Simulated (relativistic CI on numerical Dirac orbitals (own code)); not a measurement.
## Energy levels of Hg XXIII

These numbers are calculated, not measured: Dirac-Coulomb-Breit CI, separate exchange-only KLI orbitals for each configuration, a model potential for QED, unscaled Slater integrals (own radial code, finite nucleus).

Configuration list (outside the closed core [Ar] 3d10): 4s2.4p6.4d10.4f12, 4s2.4p6.4d10.4f11.5s, 4s2.4p6.4d10.4f10.5s2, 4s2.4p6.4d10.4f11.5p, 4s2.4p6.4d10.4f10.5s.5p, 4s2.4p6.4d9.4f13, 4s2.4p6.4d8.4f14, 4s2.4p6.4d10.4f11.5f, 4s2.4p5.4d10.4f13, 4s2.4p6.4d10.4f11.6s, 4s2.4p6.4d9.4f12.5s, 4s2.4p6.4d10.4f11.6p, 4s.4p6.4d10.4f13, 4s2.4p4.4d10.4f14, 4s2.4p5.4d9.4f14, 4p6.4d10.4f14. Levels of other configurations are missing.

| No. | Configuration | Term | J | E (cm⁻¹) | % | Next component (%) | Lifetime (s) |
| --- | --- | --- | --- | --- | --- | --- | --- |
| 41 | 4s2.4p6.4d10.4f11.5s | 3G° | 5 | 453597 | 41 | 20 3H° | 7.72e-06 |
| 42 | 4s2.4p6.4d10.4f11.5s | 3G° | 4 | 455247 | 45 | 23 5G° | 1.93e-05 |
| 43 | 4s2.4p6.4d10.4f11.5s | 3P° | 0 | 455525 | 86 | 14 5D° | 9.20e-07 |
| 44 | 4s2.4p6.4d10.4f11.5s | 3G° | 5 | 456914 | 36 | 30 3I° | 9.62e-06 |
| 45 | 4s2.4p6.4d10.4f11.5s | 3K° | 6 | 457125 | 73 | 19 3I° | 5.97e-06 |
| 46 | 4s2.4p6.4d10.4f11.5s | 3D° | 3 | 457614 | 38 | 34 5D° | 2.03e-06 |
| 47 | 4s2.4p6.4d10.4f11.5s | 3P° | 1 | 458575 | 55 | 15 1P° | 1.18e-06 |
| 48 | 4s2.4p6.4d10.4f11.5s | 1K° | 7 | 459579 | 42 | 37 3I° | 3.54e-06 |
| 49 | 4s2.4p6.4d10.4f11.5s | 5G° | 2 | 460067 | 54 | 17 3F° | 7.41e-06 |
| 50 | 4s2.4p6.4d10.4f11.5s | 3F° | 2 | 463146 | 26 | 17 3P° | 2.91e-06 |
| 51 | 4s2.4p6.4d10.4f11.5s | 3D° | 1 | 464582 | 33 | 23 5F° | 2.33e-06 |
| 52 | 4s2.4p6.4d10.4f11.5s | 3D° | 2 | 464821 | 31 | 21 5D° | 5.77e-06 |
| 53 | 4s2.4p6.4d10.4f11.5s | 5D° | 4 | 466398 | 76 | 9 3G° | 3.36e-05 |
| 54 | 4s2.4p6.4d10.4f11.5s | 5G° | 3 | 467983 | 34 | 32 3G° | 5.01e-06 |
| 55 | 4s2.4p6.4d10.4f11.5s | 3L° | 9 | 470274 | 100 |  | 1.14e-02 |
| 56 | 4s2.4p6.4d10.4f11.5s | 3H° | 6 | 471389 | 39 | 35 3I° | 3.83e-06 |
| 57 | 4s2.4p6.4d10.4f11.5s | 3I° | 5 | 471840 | 63 | 18 3H° | 1.92e-06 |
| 58 | 4s2.4p6.4d10.4f11.5s | 3D° | 3 | 472680 | 49 | 20 3G° | 6.48e-06 |
| 59 | 4s2.4p6.4d10.4f11.5s | 3L° | 8 | 475331 | 61 | 38 1L° | 1.08e-02 |
| 60 | 4s2.4p6.4d10.4f11.5s | 3G° | 4 | 477037 | 54 | 20 5G° | 4.66e-06 |
| 61 | 4s2.4p6.4d10.4f11.5s | 3D° | 2 | 480960 | 34 | 30 1D° | 1.63e-06 |
| 62 | 4s2.4p6.4d10.4f11.5s | 3D° | 3 | 482034 | 64 | 13 5D° | 6.73e-06 |
| 63 | 4s2.4p6.4d10.4f11.5s | 3G° | 3 | 483901 | 59 | 16 3D° | 9.86e-06 |
| 64 | 4s2.4p6.4d10.4f11.5s | 5D° | 1 | 487739 | 47 | 32 3D° | 2.80e-06 |
| 65 | 4s2.4p6.4d10.4f11.5s | 3I° | 7 | 487782 | 63 | 18 1K° | 6.21e-06 |
| 66 | 4s2.4p6.4d10.4f11.5s | 3H° | 4 | 489608 | 61 | 22 1G° | 5.89e-06 |
| 67 | 4s2.4p6.4d10.4f11.5s | 5D° | 2 | 489702 | 26 | 24 1D° | 2.81e-06 |
| 68 | 4s2.4p6.4d10.4f11.5s | 1H° | 5 | 490383 | 32 | 30 3H° | 4.55e-06 |
| 69 | 4s2.4p6.4d10.4f11.5s | 1I° | 6 | 490838 | 42 | 32 3I° | 2.67e-06 |
| 70 | 4s2.4p6.4d10.4f11.5s | 3H° | 4 | 496917 | 61 | 16 3G° | 3.23e-06 |
| 71 | 4s2.4p6.4d10.4f11.5s | 3H° | 5 | 498653 | 47 | 25 1H° | 1.77e-06 |
| 72 | 4s2.4p6.4d10.4f11.5s | 3D° | 2 | 499819 | 25 | 23 1D° | 2.64e-06 |
| 73 | 4s2.4p6.4d10.4f11.5s | 3D° | 1 | 500650 | 39 | 35 1P° | 1.39e-06 |
| 74 | 4s2.4p6.4d10.4f11.5s | 3L° | 7 | 501004 | 86 | 10 1K° | 1.58e-05 |
| 75 | 4s2.4p6.4d10.4f11.5s | 5D° | 0 | 502734 | 86 | 14 3P° | 2.95e-06 |
| 76 | 4s2.4p6.4d10.4f11.5s | 1L° | 8 | 505169 | 59 | 32 3L° | 7.98e-04 |
| 77 | 4s2.4p6.4d10.4f11.5s | 3D° | 3 | 509096 | 49 | 27 5D° | 2.59e-06 |
| 78 | 4s2.4p6.4d10.4f11.5s | 3H° | 6 | 512763 | 50 | 31 1I° | 8.79e-06 |
| 79 | 4s2.4p6.4d10.4f11.5s | 3D° | 2 | 513226 | 56 | 17 3F° | 3.02e-06 |
| 80 | 4s2.4p6.4d10.4f11.5s | 3D° | 1 | 513926 | 64 | 25 5D° | 4.39e-06 |
| 81 | 4s2.4p6.4d10.4f11.5s | 3F° | 4 | 514309 | 74 | 10 3G° | 1.90e-05 |
| 82 | 4s2.4p6.4d10.4f11.5s | 1H° | 5 | 515366 | 50 | 29 3I° | 2.37e-06 |
| 83 | 4s2.4p6.4d10.4f11.5s | 3F° | 3 | 519825 | 39 | 29 1F° | 2.10e-06 |
| 84 | 4s2.4p6.4d10.4f11.5s | 3G° | 3 | 533168 | 88 | 7 3F° | 1.36e-06 |
| 85 | 4s2.4p6.4d10.4f11.5s | 3G° | 4 | 535733 | 67 | 23 1G° | 2.20e-06 |
| 86 | 4s2.4p6.4d10.4f11.5s | 3D° | 1 | 539702 | 83 | 7 1P° | 1.32e-06 |
| 87 | 4s2.4p6.4d10.4f11.5s | 3D° | 2 | 540526 | 45 | 25 1D° | 1.37e-06 |
| 88 | 4s2.4p6.4d10.4f11.5s | 3F° | 2 | 551806 | 59 | 22 1D° | 1.03e-05 |
| 89 | 4s2.4p6.4d10.4f11.5s | 3G° | 5 | 553397 | 89 | 6 1H° | 1.40e-06 |
| 90 | 4s2.4p6.4d10.4f11.5s | 1F° | 3 | 553976 | 41 | 32 3F° | 1.35e-06 |
| 91 | 4s2.4p6.4d10.4f11.5s | 1G° | 4 | 559543 | 69 | 24 3G° | 3.91e-06 |
| 92 | 4s2.4p6.4d10.4f11.5s | 3F° | 2 | 600791 | 96 | 1 3D° | 7.61e-06 |
| 93 | 4s2.4p6.4d10.4f11.5s | 3F° | 3 | 603969 | 73 | 23 1F° | 1.14e-05 |
| 94 | 4s2.4p6.4d10.4f11.5s | 3F° | 4 | 618393 | 93 | 3 1G° | 8.20e-06 |
| 95 | 4s2.4p6.4d10.4f11.5s | 1F° | 3 | 625321 | 74 | 21 3F° | 4.52e-06 |
| 96 | 4s2.4p6.4d10.4f11.5p | 5H | 7 | 732609 | 58 | 23 3I | 4.96e-11 |
| 97 | 4s2.4p6.4d10.4f11.5p | 3K | 8 | 741564 | 46 | 27 5I | 4.54e-11 |
| 98 | 4s2.4p6.4d10.4f11.5p | 3F | 4 | 763695 | 30 | 19 5D | 4.94e-11 |
| 99 | 4s2.4p6.4d10.4f11.5p | 5H | 6 | 766805 | 38 | 29 5I | 4.79e-11 |
| 100 | 4s2.4p6.4d10.4f11.5p | 3G | 5 | 767276 | 35 | 25 3H | 4.93e-11 |
| 101 | 4s2.4p6.4d10.4f11.5p | 3G | 5 | 769045 | 29 | 17 1H | 4.64e-11 |
| 102 | 4s2.4p6.4d10.4f11.5p | 5K | 7 | 770604 | 41 | 28 3K | 4.55e-11 |
| 103 | 4s2.4p6.4d10.4f11.5p | 3I | 6 | 773027 | 28 | 22 3H | 4.59e-11 |
| 104 | 4s2.4p6.4d10.4f11.5p | 5P | 1 | 780755 | 28 | 25 3P | 4.83e-11 |
| 105 | 4s2.4p6.4d10.4f11.5p | 3P | 2 | 783489 | 21 | 21 3F | 4.76e-11 |
| 106 | 4s2.4p6.4d10.4f11.5p | 3H | 4 | 790609 | 28 | 14 5D | 4.84e-11 |
| 107 | 4s2.4p6.4d10.4f11.5p | 5K | 5 | 791000 | 29 | 21 3I | 4.64e-11 |
| 108 | 4s2.4p6.4d10.4f11.5p | 5F | 5 | 796756 | 20 | 19 5H | 4.76e-11 |
| 109 | 4s2.4p6.4d10.4f11.5p | 5F | 3 | 798408 | 32 | 20 5G | 4.78e-11 |
| 110 | 4s2.4p6.4d10.4f11.5p | 3D | 2 | 798732 | 31 | 24 5F | 4.88e-11 |

Energies count from the lowest computed level; ° marks odd parity; lifetimes are radiative, by E1, M1, E2, M2 decay to levels of this space only.

The mean weight of the leading LS term, summed over parents, in these 70 levels is 52 %, and that of the leading jj configuration (from the same eigenvectors) 74 %, so jj coupling describes them better and the LS labels are nominal.

At this charge transitions that keep the count of f electrons are usually good to a few per cent. Terms inside the open d or f shell come out 10 to 20 % too wide with unscaled integrals. Levels that differ in their count of f electrons can be misplaced by several ten thousand cm⁻¹, since the correlation energy of f electrons is missing or only estimated; rates across such gaps can be off by orders of magnitude.

LS names give the leading component of a level, which can be under half, so a name can repeat, a term be missing and a line seem to break the LS rules.
